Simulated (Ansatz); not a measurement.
C$_{2}$H$_{9}$BN$_{2}$ (`CNB(C)N`), relaxed with RKS PBE-D4/def2-SVP in Ansatz from a rough embedded geometry. The force threshold is 0.03 eV/Å; the program also tests the step.

Charge 0, multiplicity 1.

Start:

```xyz
14

C     0.084   -1.106    1.582
N    -0.797   -0.218    0.918
B    -0.061    0.351   -0.283
C    -0.705    0.192   -1.785
N     1.180    1.223   -0.105
H    -0.495   -1.606    2.477
H     0.967   -0.641    1.994
H     0.321   -1.983    0.918
H    -1.030    0.592    1.611
H    -1.690    0.568   -1.788
H    -0.673   -0.937   -1.942
H    -0.037    0.676   -2.495
H     1.943    0.733   -0.622
H     0.992    2.155   -0.479
```

Task: By how much does the energy fall, and how many steps does the optimiser take? (Estimate.)

Result: Ansatz gave: 231.90 kJ/mol, in 26 steps, 3 of them rejected.

Task: Which bonds change most? (Estimate.)

Result: Ansatz gave: B3–N5 from 1.527 to 1.428 Å; N2–B3 from 1.519 to 1.430 Å; N2–H9 from 1.091 to 1.022 Å; C1–H6 from 1.178 to 1.116 Å.

Task: Give the relaxed structure. (Estimate.)

Result: Ansatz gave: 
```xyz
14

C    -0.316   -1.349    1.375
N     0.242   -0.064    1.027
B     0.228    0.580   -0.250
C    -0.448   -0.119   -1.515
N     0.825    1.868   -0.396
H    -1.126   -1.281    2.140
H     0.446   -2.059    1.773
H    -0.760   -1.823    0.479
H     0.681    0.419    1.814
H    -1.538   -0.278   -1.358
H    -0.011   -1.121   -1.717
H    -0.336    0.480   -2.442
H     1.274    2.387    0.357
H     0.839    2.360   -1.287
```
